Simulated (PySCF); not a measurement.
## PBE0 on Sm²⁺ (samarium, charge +2)

Configuration: [Xe] 4f5 6s1, one real determinant (an excited configuration). All numbers are calculated (PySCF 2.14, the spin-free X2C one-electron Hamiltonian (Gaussian nucleus), in x2c-TZVPPall with one added diffuse shell each of s, p, d, f type (12s8p8d5f2g, 129 functions)).

- Total energy: -10425.48 hartree
- One-electron energy: -14197.17 hartree
- Hartree (Coulomb) energy: 4009.46 hartree
- Exchange-correlation energy: -237.77 hartree
- ⟨S²⟩: 12.0016
- ⟨L²⟩: 24.009
- Sum of ⟨r⟩: 36.96 bohr
- Sum of ⟨r²⟩: 50.52 bohr²
- Traceless quadrupole moment −½Σ⟨3z² − r²⟩ along its main axis: 0.152 e·bohr²
- Langevin diamagnetic susceptibility: -40.0 ×10⁻⁶ cm³/mol
- Time after the integrals: about 26 core-seconds

```
shell  electrons  mean orbital energy (eV)  spread (eV)  rms radius, mean of both spins (bohr)
 1s α          1                  -46709.0            0                                 0.0259
 1s β          1                  -46708.9            0                                 0.0259
 2s α          1                   -7682.0            0                                  0.105
 2s β          1                   -7681.9            0                                  0.105
 2p α          3                   -6864.2        0.215                                 0.0941
 2p β          3                   -6864.2        0.224                                 0.0941
 3s α          1                   -1715.5            0                                  0.272
 3s β          1                   -1713.5            0                                  0.272
 3p α          3                   -1457.5        0.932                                  0.272
 3p β          3                   -1455.5        1.299                                  0.272
 3d α          5                   -1102.6        0.725                                  0.250
 3d β          5                   -1100.8        1.241                                  0.250
 4s α          1                   -367.38            0                                  0.615
 4s β          1                   -362.27            0                                  0.615
 4p α          3                   -281.61        1.159                                  0.652
 4p β          3                   -276.29        2.142                                  0.652
 4d α          5                   -159.35        0.889                                  0.720
 4d β          5                   -153.36        2.391                                  0.720
 5s α          1                   -66.972            0                                   1.47
 5s β          1                   -64.445            0                                   1.47
 5p α          3                   -44.677        0.468                                   1.70
 5p β          3                   -42.722        0.867                                   1.70
 4f α          5                   -28.788        1.584                                   1.01
 6s α          1                   -16.761            0                                   3.74
```

⟨L²⟩ = 24.01 against 30 for a pure H term, so this real determinant mixes terms. Spin-orbit coupling, absent here, splits the open shell strongly.

Densities and radii are taken from the X2C orbitals without a picture-change correction, which distorts them close to the nucleus.
